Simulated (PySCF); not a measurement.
SMILES C[Si](C)(O)C, GFN2-xTB optimised geometry. Atoms within 1.6 Å of the plane z = 0.0 Å (x, y, z in Å): C1 (-0.92, 1.13, 0.00), Si2 (-0.30, -0.68, 0.00), C3 (-1.00, -1.65, -1.47), C4 (1.60, -0.68, 0.00), O5 (-0.89, -1.49, 1.30), H6 (-0.62, 1.66, -0.90), H7 (-0.53, 1.69, 0.85), H8 (-2.00, 1.17, 0.06), H9 (-0.66, -2.68, -1.45), H11 (-2.09, -1.66, -1.45), H12 (2.00, -0.22, -0.90), H13 (2.00, -0.12, 0.85), H14 (1.99, -1.69, 0.06).

Method: PBE0/def2-TZVP (PySCF 2.14.0). Cells within 0.4 Å of a nucleus heavier than hydrogen are left out (blank, or x).

Map of the HOMO−1 amplitude (bohr^(-3/2)) on the plane z = 0.0 Å; orbital energy -8.24 eV, overall sign arbitrary:

```
|55555555555555555555555555555|
|55555555555555555555555555555|
|55555555555555555555555555555|
|55555555555555555555555555555|
|55555555566666555555555555555|
|55555555666666665555555555555|
|55555556666666665555555555555|
|55555556667777665555555555555|
|55555556677887665555555555555|
|55555556678997655555555555555|
|5555555556xxx5555555555555555|
|55555555543xx3444555666655555|
|55555555432001334455666665555|
|55555555442111233445666666555|
|55555555544322222346777666555|
|5555555555544x42112x987666555|
|555555556666xxx210xxx87666555|
|5555555566786x43210x777666555|
|55555555667897643324566666555|
|55555555667888654444556665555|
|55555555566777665545555555555|
|55555555556666655555555555555|
|55555555555666655555555555555|
|55555555555555555555555555555|
|55555555555555555555555555555|
|55555555555555555555555555555|
|55555555555555555555555555555|
|55555555555555555555555555555|
|55555555555555555555555555555|
```
Scale: ten equal steps from -0.141 (start of '0') to 0.104 (end of '9'), in the order '0123456789'; x runs from -4.50 to 4.50, y from -4.50 (bottom) to 4.50 (top).
